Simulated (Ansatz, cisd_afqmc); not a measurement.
System: GeH, charge 1, singlet. GeH+ (parent SMILES [GeH], singlet).
B3LYP-D3(BJ)/def2-TZVP minimum from Ansatz (an electronic-structure program):
```
Ge
H 1 1.5926
```
Charge +1, spin multiplicity 1.

Total energies in cc-pVDZ, 4 correlated electrons, 14 frozen orbitals. Radicals and triplets start from unrestricted determinants; spin-orbit coupling is neglected. Correlated methods leave the cores frozen (noble-gas shells, and filled d and f shells in the p block). No relativity. The Monte Carlo rows (phaseless AFQMC, CISD trial, step 0.005/hartree) carry one-sigma bars that omit the constraint's bias. Outlying blocks are dropped, and bars are widened where a walk drifts. Over all cases where full CI ran beside it in this data, AFQMC minus full CI had a median of +0.1 mEh and passed +0.4 mEh in a tenth of the cases. The spin of HGe+ (parent SMILES [GeH], singlet) was assumed, and the state is the lowest solution found for it.

```
method         program          energy (Eh)  error against FCI (mEh)
----------  ----------  -------------------  -----------------------
HF              Ansatz          -2075.59510                    76.75
MP2             Ansatz          -2075.64916                    22.70
CCSD            Ansatz          -2075.67060                     1.25
CCSD(T)         Ansatz          -2075.67152                     0.33
CCSDT(Q)        Ansatz          -2075.67184                     0.01
CCSDTQ          Ansatz          -2075.67185                     0.00
AFQMC/CISD  cisd_afqmc  -2075.6718 ± 0.0001                0.1 ± 0.1
FCI             Ansatz          -2075.67185                     0.00
```
